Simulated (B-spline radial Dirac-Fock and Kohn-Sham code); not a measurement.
The Co-like isoelectronic sequence (27 electrons), Z = 27 to 34

Method: Dirac-Fock energy differences between relaxed states, corrected for Breit and QED terms. Computed with a radial finite-basis atomic code. Binding energies in eV, tabulated ground configurations. The model has no electron correlation.

```csv
ion,configuration,1s,2p1/2,3s,3p1/2,outermost level,NIST ionisation energy
Co,[Ar] 3d7 4s2,7722.5,808.6,119.5,77.66,7.11 (4s),–
Ni⁺,[Ar] 3d9,8348.0,887.6,131.7,88.08,16.61 (3d),18.16884
Cu²⁺,[Ar] 3d9,9016.1,989.3,161.1,114.4,35.84 (3d),36.841 ± 0.012
Zn³⁺,[Ar] 3d9,9713.8,1099.3,194.7,144.7,59.03 (3d),59.573 ± 0.019
Ga⁴⁺,[Ar] 3d9,10441.0,1217.2,232.2,178.7,85.86 (3d),86.01 ± 0.12
Ge⁵⁺,[Ar] 3d9,11197.6,1342.9,273.2,216.3,116.2 (3d),115.9 ± 0.12
As⁶⁺,[Ar] 3d9,?,?,?,?,?,?
Se⁷⁺,[Ar] 3d9,12799.1,1617.2,365.8,301.8,186.7 (3d),184 ± 2.1
```

Question: Fill in the row of As⁶⁺.

Answer: 1s 11983.6, 2p1/2 1476.2, 3s 317.8, 3p1/2 257.4, outermost 149.8 (3d), NIST 147 ± 2 eV.

NIST's values are for the lowest levels; a dash marks a value that is missing or belongs to another shell. Their kind here: measured, semi-empirical, theoretical. Where a p, d or f shell is open in either ion the computed value averages over both j values and all terms, while the table refers to the lowest levels; that difference holds spin-orbit splitting (largest in heavy or highly charged ions), term energies where several electrons share open shells, and correlation, and it can reach 10 % or more.
